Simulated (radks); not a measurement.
Task: These are the eigenvalues of the occupied orbitals of an atom or ion with whole-number occupations (eV). All-electron calculation, non-relativistic Kohn-Sham, LB94 model potential, spin-polarised, spherical densities, point nucleus. Program: a radial shooting solver on a logarithmic mesh with Libxc functionals.

1s down: -5391.995
1s up: -5391.973
2s down: -617.1669
2s up: -616.6325
2p down: -524.4699
2p up: -524.0492
3s up: -78.3621
3s down: -76.2242
3p up: -53.6640
3p down: -51.7055
3d up: -16.0517

Which element is it, and in what charge state? The configuration may be excited. Open shells, if any, are filled with parallel spins first.

Result: Z = 23, vanadium, charge +1: V+ in [Ar] 3d4. The list shows which subshells hold electrons but not how many an open one holds; the 1s level, -198.15 hartree, gives Z - s = 19.9 by -(Z - s)^2/2, which with screening narrows Z to a few neighbours, and the depths of the outer levels then fix element, charge and occupations together.
